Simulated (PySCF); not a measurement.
A structure optimised at PBE-D3(BJ)/def2-SVP, used in a PySCF frequency run:

```xyz
13

Si     0.7107    -0.4201     0.4636
N      1.5234     0.7810    -0.5246
C     -1.0411    -0.6871    -0.2003
C     -1.8944     0.5888    -0.2366
H      1.5341    -1.6767     0.3551
H      0.5947    -0.0750     1.9380
H      1.1656     1.7404    -0.4890
H      2.5455     0.8098    -0.4677
H     -0.9525    -1.1245    -1.2183
H     -1.5259    -1.4637     0.4317
H     -1.9992     1.0426     0.7715
H     -2.9190     0.3945    -0.6163
H     -1.4444     1.3561    -0.9012
```

Question: Write its SMILES and formula.

Answer: CC[SiH2]N, C2H9NSi

Question: What are its rotational constants (standard atomic weights)?

Answer: 9.2379, 3.5294, 2.8822 GHz
